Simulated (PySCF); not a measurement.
Compound: H9N3Si3.
Numbering: `[SiH3:1][NH:2][SiH:3]1[NH:4][SiH2:5][NH:6]1` (hydrogens: H7, H8, H9 on Si1; H10 on N2; H11 on Si3; H12 on N4; H13, H14 on Si5; H15 on N6)

The same species was optimised twice, with GFN2-xTB and with PBE0-D3(BJ)/def2-SVP (PySCF), and the same property calculations (PySCF, gas phase) were run on both structures.

| coordinate | GFN2-xTB | PBE0-D3(BJ)/def2-SVP | change |
| --- | --- | --- | --- |
| Si1–N2 (Å) | 1.729 | 1.745 | +0.016 |
| Si5–N6 (Å) | 1.735 | 1.747 | +0.012 |
| Si3–N4 (Å) | 1.737 | 1.747 | +0.010 |
| N4–Si5 (Å) | 1.736 | 1.743 | +0.007 |
| Si3–N6 (Å) | 1.739 | 1.745 | +0.006 |
| N2–Si3 (Å) | 1.724 | 1.728 | +0.004 |
| N2–Si3–N6 (°) | 116.4 | 113.3 | -3.1 |
| N2–Si3–N4 (°) | 115.1 | 118.2 | +3.1 |
| N4–Si3–N6 (°) | 83.3 | 86.1 | +2.8 |
| Si3–N6–Si5 (°) | 96.6 | 93.8 | -2.8 |
| Si3–N4–Si5 (°) | 96.7 | 93.9 | -2.8 |
| N4–Si5–N6 (°) | 83.4 | 86.1 | +2.7 |
| Si1–N2–Si3 (°) | 126.8 | 124.4 | -2.4 |
| Si1–N2–Si3–N4 (°) | -49 | -63 | -14 |

Rotational constants: A = 3580, B = 1187, C = 1081 MHz (GFN2-xTB) against A = 3540, B = 1195, C = 1086 MHz (PBE0-D3(BJ)/def2-SVP).

On the GFN2-xTB structure: lowest singlet, TDDFT (eV) 5.85 [CAM-B3LYP/def2-SVPD]; lowest triplet, Tamm–Dancoff (eV) 5.58 [CAM-B3LYP/def2-SVPD]; isotropic polarisability (au) 93.2 [CAM-B3LYP/def2-SVPD]; HOMO (eV) -8.29 [CAM-B3LYP/def2-SVPD]; LUMO (eV) 0.88 [CAM-B3LYP/def2-SVPD]; dipole (D) 0.60 [CAM-B3LYP/def2-SVPD]; HOMO (eV) -6.77 [PBE0/pcSseg-1]; LUMO (eV) 0.24 [PBE0/pcSseg-1]; dipole (D) 0.65 [PBE0/pcSseg-1]; GIAO shielding of Si1 (ppm) 412.1 [PBE0/pcSseg-1]; GIAO shielding of N2 (ppm) 230.7 [PBE0/pcSseg-1]; GIAO shielding of Si3 (ppm) 380.5 [PBE0/pcSseg-1]; GIAO shielding of N4/N6 (mean) (ppm) 238.4 [PBE0/pcSseg-1]; GIAO shielding of Si5 (ppm) 378.9 [PBE0/pcSseg-1].

Question: What do these properties become on the PBE0-D3(BJ)/def2-SVP structure?

Answer: 
```csv
property,level,on GFN2-xTB,on PBE0-D3(BJ)/def2-SVP,change
"lowest singlet, TDDFT (eV)",CAM-B3LYP/def2-SVPD,5.85,6.13,+0.28
"lowest triplet, Tamm–Dancoff (eV)",CAM-B3LYP/def2-SVPD,5.58,5.85,+0.27
isotropic polarisability (au),CAM-B3LYP/def2-SVPD,93.2,95.7,+2.5
HOMO (eV),CAM-B3LYP/def2-SVPD,-8.29,-8.49,-0.20
LUMO (eV),CAM-B3LYP/def2-SVPD,0.88,0.92,+0.04
dipole (D),CAM-B3LYP/def2-SVPD,0.60,0.82,+0.22
"energy, GFN2-xTB geometry as zero (kcal/mol)",CAM-B3LYP/def2-SVPD,0.0,-3.2,-3.2
HOMO (eV),PBE0/pcSseg-1,-6.77,-7.02,-0.25
LUMO (eV),PBE0/pcSseg-1,0.24,0.29,+0.05
dipole (D),PBE0/pcSseg-1,0.65,0.84,+0.19
"energy, GFN2-xTB geometry as zero (kcal/mol)",PBE0/pcSseg-1,0.0,-3.5,-3.5
GIAO shielding of Si1 (ppm),PBE0/pcSseg-1,412.1,411.3,-0.8
GIAO shielding of N2 (ppm),PBE0/pcSseg-1,230.7,225.9,-4.8
GIAO shielding of Si3 (ppm),PBE0/pcSseg-1,380.5,382.3,+1.8
GIAO shielding of N4/N6 (mean) (ppm),PBE0/pcSseg-1,238.4,235.1,-3.3
GIAO shielding of Si5 (ppm),PBE0/pcSseg-1,378.9,379.4,+0.5
```

The heavy atoms differ by 0.109 Å rms after alignment. Among the bonds compared Si1–N2 changes most (+0.016 Å). Changes are differences of the printed values. Neither structure is proved a minimum here.

Conformer computed: `[SiH3:1][NH:2][SiH:3]1[NH:4][SiH2:5][NH:6]1`: Si1–N2–Si3–N4 -63°.
